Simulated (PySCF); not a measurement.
## SMILES CC[C@@H]1CC[C@@H]1N, C6H13N

Cartesian coordinates in Å; atom numbers follow the order of the lines, from 1:
```xyz
20

C     2.300   -0.835   -0.082
C     0.857   -1.134    0.312
C     0.087    0.128    0.668
C    -1.338   -0.068    1.216
C    -1.857    0.988    0.231
C    -0.498    0.978   -0.492
N    -0.575    0.268   -1.752
H     2.837   -0.386    0.752
H     2.335   -0.142   -0.919
H     2.816   -1.748   -0.370
H     0.342   -1.639   -0.506
H     0.853   -1.799    1.180
H     0.690    0.750    1.333
H    -1.476    0.156    2.272
H    -1.725   -1.062    1.006
H    -2.089    1.943    0.697
H    -2.694    0.676   -0.390
H    -0.030    1.973   -0.589
H    -1.182    0.769   -2.392
H     0.341    0.197   -2.180
```

Method: PySCF 2.14.0, GIAO PBE/pcSseg-1 magnetisability, rotational g tensor and spin-rotation constants, non-relativistic, gas phase. Geometry: GFN2-xTB.

Problem. Give the nuclear spin-rotation constants along the inertial axes (H = +C I·J) beside the isotropic shieldings.

Solution. Rotational constants 4.0949, 2.0568, 1.5841 GHz. A star marks the isotopologue with that one atom substituted, in its own axes.
| atom | isotope | Caa (kHz) | Cbb (kHz) | Ccc (kHz) | mean (kHz) | σ (ppm) |
| --- | --- | --- | --- | --- | --- | --- |
| N7 | 14N | 0.152 | 0.113 | 0.088 | 0.118 | 214.4 |
| H8 | 1H | -0.412 | -0.139 | -0.052 | -0.201 | 30.8 |
| H9 | 1H | -0.417 | -0.004 | -0.161 | -0.194 | 31.0 |
| H10 | 1H | -0.095 | -0.222 | -0.101 | -0.139 | 30.5 |
| H11 | 1H | -0.396 | -0.127 | -0.010 | -0.178 | 29.0 |
| H12 | 1H | -0.408 | 0.010 | -0.158 | -0.185 | 30.6 |
| H13 | 1H | -0.411 | -0.187 | 0.021 | -0.192 | 29.6 |
| H14 | 1H | -0.424 | 0.046 | -0.149 | -0.176 | 29.5 |
| H15 | 1H | -0.450 | -0.244 | 0.078 | -0.205 | 29.7 |
| H16 | 1H | -0.202 | -0.219 | -0.032 | -0.151 | 29.4 |
| H17 | 1H | -0.277 | -0.180 | -0.056 | -0.171 | 30.3 |
| H18 | 1H | -0.341 | -0.171 | 0.051 | -0.154 | 27.4 |
| H19 | 1H | -0.190 | -0.109 | -0.207 | -0.169 | 31.3 |
| H20 | 1H | -0.088 | -0.174 | -0.189 | -0.150 | 31.0 |
| C1 | 13C* | 0.574 | 0.314 | 0.227 | 0.371 | 165.9 |
| C2 | 13C* | 0.615 | 0.349 | 0.270 | 0.411 | 154.9 |
| C3 | 13C* | 0.811 | 0.366 | 0.290 | 0.489 | 140.2 |
| C4 | 13C* | 0.512 | 0.390 | 0.266 | 0.389 | 156.4 |
| C5 | 13C* | 0.773 | 0.287 | 0.254 | 0.438 | 155.0 |
| C6 | 13C* | 0.832 | 0.437 | 0.299 | 0.522 | 129.6 |

For the geometry as given, no vibrational averaging.

Problem. How do the rotational constants and the g tensor change when H8, H9, H10, H11, H12, H13, H14, H15, H16, H17, H18, H19, H20 are replaced by deuterium?

Solution. Constants 3.1655, 1.6519, 1.2924 GHz; g -0.0009, -0.0031, -0.0053, against -0.0013, -0.0040, -0.0064 before.
